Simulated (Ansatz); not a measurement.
System: SiO2, net charge -1, doublet state. 
Structure (B3LYP-D3(BJ)/def2-TZVP (Ansatz, a program for electronic structure) minimum search):
```
Si
O 1 1.5582
O 1 1.5582 2 137.37
```
Charge -1, spin multiplicity 2.

Parts of the frozen-core correlation energy in aug-cc-pV(D+d)Z (Ansatz, hartree). Frozen orbitals: 7; correlated occupied orbitals by spin: 9 and 8; virtual: 62 and 63. Open shells are spin-unrestricted. No spin-orbit coupling. Non-relativistic.

| term | value |
|---|---|
| reference (HF) | -438.73376 |
| MP2 opposite-spin | -0.36260 |
| MP2 same-spin | -0.14199 |
| CCSD correlation | -0.50067 |
| (T) | -0.02164 |
| T1 diagnostic | 0.029 |
| largest doubles amplitude | 0.030 |
| <S^2> of the reference | 0.763 |
